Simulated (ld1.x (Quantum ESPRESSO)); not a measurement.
gallium (Ga), ultrasoft: configuration errors across variants

```json
{
 "Element": "Ga",
 "Generator": "ld1.x (Quantum ESPRESSO) 7.5",
 "Type": "ultrasoft",
 "Functional": "PBE",
 "Relativity": "scalar-relativistic",
 "Frozen core": "[Ar] 3d10",
 "Valence charge": "3",
 "Reference configuration": "4s1 4p0 (charge +2)",
 "Partial waves": "4s (bound): rcut 1.90, rcutus 2.00 bohr; 4s channel at 0.15 Ry: rcut 1.90, rcutus 2.00 bohr; 4p (bound, empty): rcut 1.95, rcutus 2.50 bohr; 4p channel at 0.75 Ry: rcut 1.95, rcutus 2.50 bohr; 4d channel at 0.4 Ry: rc 2.35 bohr",
 "Local potential": "the d channel",
 "Core correction": "none",
 "Augmentation charge": "PSQ, inside the norm-conserving radii"
}
```

All-electron excitation energies from the reference (eV): (1) 4s2 4p1 -26.816; (2) 4s2 4p0 -21.128; (3) 4s2 4p0.5 -24.786; (4) 4s0 4p3 -13.445; (5) 4s1 4p2 -20.278; (6) 4s1 4p1 -13.756; (7) 4s2 4p1.3 -27.350.

The overlap operator is not positive definite (basis up to 400 Ry) in “all radii scaled by about 0.77 (s 1.54, p 1.92, d 1.80 bohr, rcut 1.46/1.50/1.80)”. Such files are unfit for use, however small their errors in these radial tests.

3 further variants failed, have other tests or too few solved ones, and are left out.

Errors AE − PS in meV (a dash: test not solved or not reliable):

```tsv
change	(1)	(2)	(3)	(4)	(5)	(6)	(7)	bound ghosts
base	+268	+139	+209	+319	+264	+122	+292	none
type TM; waves now 4s (bound): rc 2.00 bohr; 4p (bound): rc 2.50 bohr; 4d channel at 0.4 Ry: rc 2.35 bohr; local potential all-electron potential smoothed inside 1.85 bohr (lloc = -1)	+285	+148	+222	+325	+275	+126	+312	none
all radii scaled by about 0.77 (s 1.54, p 1.92, d 1.80 bohr, rcut 1.46/1.50/1.80)	+265	+140	+209	+338	+266	+124	+289	not determined (overlap not positive)
wave 4s channel at 0.15 Ry: rcut 1.90, rcutus 2.00 bohr becomes 4s channel at 2.97 Ry: rcut 1.90, rcutus 2.00 bohr	+270	+140	+211	+319	+265	+123	+295	none
core correction a·sin(br)/r model core inside 2.26 bohr	-77	-35	-59	+22	-23	-3.6	-83	none
waves 4p (bound): rcut 1.88, rcutus 2.00 bohr; 4p channel at 0.75 Ry: rcut 1.88, rcutus 2.00 bohr	+288	+139	+218	+527	+345	+160	+319	none
```

Give the same row for: local potential all-electron potential smoothed inside 1.50 bohr (lloc = -1).

+268, +139, +209, +320, +265, +122, +293; bound ghosts: none.
